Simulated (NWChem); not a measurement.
Molecule: NaOH; SMILES [OH][Na]

```xyz
3

Na    -0.0662    -0.9541     0.0000
O      0.1328     0.9646     0.0000
H      0.2309     1.9106     0.0000
```
Atoms are numbered in this order, from 1.

The geometry was optimised at PBE0-D3(BJ)/def2-TZVP.

Q: List the 4 lowest vertical singlet excitations from PBE/aug-cc-pVDZ, TDA (NWChem).

A: 
```json
[
 {"state": "S1", "energy (eV)": "1.93", "oscillator strength": "0.011", "leading excitation (squared amplitude)": "HOMO−1 → LUMO (1.00)"},
 {"state": "S2", "energy (eV)": "1.93", "oscillator strength": "0.011", "leading excitation (squared amplitude)": "HOMO → LUMO (1.00)"},
 {"state": "S3", "energy (eV)": "3.69", "oscillator strength": "0.000", "leading excitation (squared amplitude)": "HOMO−1 → LUMO+1 (0.53)"},
 {"state": "S4", "energy (eV)": "3.69", "oscillator strength": "0.000", "leading excitation (squared amplitude)": "HOMO → LUMO+1 (0.50)"}
]
```
